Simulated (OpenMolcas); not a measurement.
## OpenMolcas run: Pd III

Input:

```
&GATEWAY
Coord
1

Pd 0.0 0.0 0.0
Basis=ANO-RCC-MB
Group=XYZ
NoMove
AngMom=0.0 0.0 0.0
AMFI
&SEWARD
&RASSCF
FileOrb=start.orb
Symmetry=1
Spin=3
nActEl=8 0 0
Inactive=9 9
Ras2=5 0
CIRoot=10 10 1
SDav=10
CIMx=300
Iter=120 100
PrWF=0.3
OrbListing=Nothing
MaxOrb=0
Atom
>>> COPY $Project.JobIph JOB001
&RASSCF
FileOrb=start.orb
Symmetry=1
Spin=1
nActEl=8 0 0
Inactive=9 9
Ras2=5 0
CIRoot=14 14 1
SDav=15
CIMx=300
Iter=120 100
PrWF=0.3
OrbListing=Nothing
MaxOrb=0
Atom
>>> COPY $Project.JobIph JOB002
&RASSI
NrOfJobIphs=2 10 14
1 2 3 4 5 6 7 8 9 10
1 2 3 4 5 6 7 8 9 10 11 12 13 14
IphNames
JOB001
JOB002
EJob
SpinOrbit
DIPRint=1.0
SOCoupling=1000.0
Subsets=2
MEES
Property=10
'ANGMOM' 1 'ANGMOM' 2 'ANGMOM' 3 'MLTPL  1' 1 'MLTPL  1' 2 'MLTPL  1' 3
'AMFI' 1 'AMFI' 2 'AMFI' 3 'MLTPL  2' 6
SOProperty=3
'ANGMOM' 1 'ANGMOM' 2 'ANGMOM' 3
```

Launched by
```bash
OMP_NUM_THREADS=1 MOLCAS_MEM=2252 MOLCAS_PROJECT=a pymolcas a.inp > a.log  # once for each step of the input, in one work folder
```

A driver script runs the steps one by one and writes start.orb anew before each from the orbitals found so far.

Output, cut to the results:

```
--- SEWARD ---
Basis set label: PD.ANO-RCC...5S4P2D.

      Electronic valence basis set:
      ------------------
      Associated Effective Charge  46.000000 au
      Associated Actual Charge     46.000000 au
      Nuclear Model: Point charge

      Shell  nPrim  nBasis  Cartesian Spherical Contaminant
         s      21       5        X
         p      18       4        X
         d      13       2                 X
                  Relativistic Douglas-Kroll-Hess integrals:
                    - DKH order of Hamiltonian: 2
                    - DKH order of Properties : 0
                  Atomic mean-field integrals
--- RASSCF ---
Wave function specifications:
      -----------------------------

      Number of closed shell electrons          36
      Number of electrons in active shells       8
      Max number of holes in RAS1 space          0
      Max nr of electrons in RAS3 space          0
      Number of inactive orbitals               18
      Number of active orbitals                  5
      Number of secondary orbitals               4
      Spin quantum number                      1.0
      State symmetry                             1
Orbital specifications:
      -----------------------

      Symmetry species                           1   2
                                                ag  au
      Frozen orbitals                            0   0
      Inactive orbitals                          9   9
      Active orbitals                            5   0
      RAS1 orbitals                              0   0
      RAS2 orbitals                              5   0
      RAS3 orbitals                              0   0
      Secondary orbitals                         1   3
      Deleted orbitals                           0   0
      Number of basis functions                 15  12
      Number of CSFs                            10
      Number of root(s) required                10
      Iter CI   SX   CI       RASSCF       Energy    max ROT     max BLB   max BLB  Level Ln srch  Step   QN
          iter iter root      energy       change     param      element    value   shift minimum  type update
 Nr of preliminary CI iterations:   1
      Total energies have been shifted. Add                -5000.00 au
        1   1    1    0   -40.80829986    0.00E+00   0.00E+00    9  15 1  3.42E-09   0.00   0.00    SX    NO
        2   1    1    0   -40.80829986   -6.37E-12   0.00E+00    9  15 1  3.42E-09   0.00   0.00    SX    NO
        3   1    1    0   -40.80829986    9.09E-13   0.00E+00    9  15 1  3.42E-09   0.00   0.00    SX    NO
        4   1    1    0   -40.80829986    9.09E-13   0.00E+00    9  15 1  3.42E-09   0.00   0.00    SX    NO
      Convergence after  4 iterations
        5   1    1    0   -40.80829986    2.73E-12   0.00E+00    9  15 1  3.42E-09   0.00   0.00    SX    NO
      Natural orbitals and occupation numbers for root  1
      sym 1:   1.212978   1.787022   2.000000   1.787022   1.212978
      Natural orbitals and occupation numbers for root  2
      sym 1:   2.000000   1.858923   1.141077   1.141077   1.858923
      Natural orbitals and occupation numbers for root  3
      sym 1:   1.963623   1.036377   1.963623   1.036377   2.000000
::    RASSCF root number  1 Total energy:  -5040.82552567
::    RASSCF root number  2 Total energy:  -5040.82552567
::    RASSCF root number  3 Total energy:  -5040.82552567
::    RASSCF root number  4 Total energy:  -5040.82552567
::    RASSCF root number  5 Total energy:  -5040.82552567
::    RASSCF root number  6 Total energy:  -5040.82552567
::    RASSCF root number  7 Total energy:  -5040.82552567
::    RASSCF root number  8 Total energy:  -5040.76810632
::    RASSCF root number  9 Total energy:  -5040.76810632
::    RASSCF root number 10 Total energy:  -5040.76810632
--- RASSCF ---
Wave function specifications:
      -----------------------------

      Number of closed shell electrons          36
      Number of electrons in active shells       8
      Max number of holes in RAS1 space          0
      Max nr of electrons in RAS3 space          0
      Number of inactive orbitals               18
      Number of active orbitals                  5
      Number of secondary orbitals               4
      Spin quantum number                      0.0
      State symmetry                             1
Orbital specifications:
      -----------------------

      Symmetry species                           1   2
...
--- RASSI ---
SPIN-FREE ENERGIES:
  (Shifted by EMIN (a.u.) =      -5040.8255256698)

 SF State       Relative EMIN(au)   Rel lowest level(eV)    D:o, cm**(-1)      L_eff

     1             0.0000000000        0.0000000000              0.0000         3.0
     2             0.0000000000        0.0000000000              0.0000         3.0
     3             0.0000000000        0.0000000000              0.0000         3.0
     4             0.0000000000        0.0000000000              0.0000         3.0
     5             0.0000000000        0.0000000000              0.0000         3.0
     6             0.0000000000        0.0000000000              0.0000         3.0
     7             0.0000000000        0.0000000000              0.0000         3.0
    11             0.0489795709        1.3328020228          10749.7733         2.0
    12             0.0489795709        1.3328020228          10749.7733         2.0
    13             0.0489795709        1.3328020228          10749.7733         2.0
    14             0.0489795709        1.3328020228          10749.7733         2.0
    15             0.0489795709        1.3328020228          10749.7733         2.0
    10             0.0574193511        1.5624601404          12602.0909         1.0
     8             0.0574193511        1.5624601404          12602.0909         1.0
     9             0.0574193511        1.5624601404          12602.0909         1.0
    16             0.0757711220        2.0618372678          16629.8391         4.0
    17             0.0757711220        2.0618372678          16629.8391         4.0
    18             0.0757711220        2.0618372678          16629.8391         4.0
    19             0.0757711220        2.0618372678          16629.8391         4.0
    20             0.0757711220        2.0618372678          16629.8391         4.0
    21             0.0757711220        2.0618372678          16629.8391         4.0
...
```

Levels above the lowest, from the spin-orbit matrix, grouped by J:

| Configuration | Term | J | E (cm⁻¹) | Measured (cm⁻¹) | g | Term weight % | Second |
| --- | --- | --- | --- | --- | --- | --- | --- |
| 4d⁸ | ³F | 4 | 0.0 | 0.0 | 1.249 | 100 |  |
| 4d⁸ | ³F | 3 | 2670 | 3230 | 1.084 | 100 |  |
| 4d⁸ | ³F | 2 | 4123 | 4687 | 0.686 | 94 | 5 ¹D |
| 4d⁸ | ¹D | 2 | 11758 |  | 1.184 | 56 | 40 ³P |
| 4d⁸ | ³P | 1 | 15272 | 13470 | 1.501 | 100 |  |
| 4d⁸ | ³P | 2 | 15481 | 14634 | 1.297 | 60 | 39 ¹D |
| 4d⁸ | ³P | 0 | 15917 | 13699 |  | 100 |  |
| 4d⁸ | ¹G | 4 | 18744 | 17880 | 1.001 | 100 |  |

Against the 6 measured excited levels shown (Moore, Atomic Energy Levels, vol. III, NSRDS-NBS 35 (1971 reprint of NBS Circular 467, 1958)) the mean absolute deviation is 1100 cm-1; the largest miss in energy is 4d⁸ ³P₀: computed 15917, measured 13699 cm⁻¹ (+16.2 %).

Levels of configurations with an s electron are missing; early in the row they begin among the upper levels of the d shell and mix with terms of their name. Without dynamic correlation excited terms often stand tens of per cent too high (terms of higher spin than the ground term too low), and those without a measured partner can miss by more than the paired ones. Computed and measured levels are paired by configuration, term and J; levels that our copy of the source lacks, or whose pairing is in doubt (as where it misses far off the trend of its configuration), stay unpaired and out of the deviations. Only configurations of the active space appear. The first state left out of the spin-orbit step lies near 41000 cm-1 above the lowest spin-free state of the reference (among the parities and spins computed), and the list stops at four fifths of that energy or lower.

The RASSCF and RASSI steps took 18 s on 1 thread of Intel(R) Xeon(R) Platinum 8259CL CPU @ 2.50GHz (Skylake/Cascade Lake), on a shared host; the integral step is not counted.

The term weight is that of the spin-free term in the level, not the purity of its configuration.
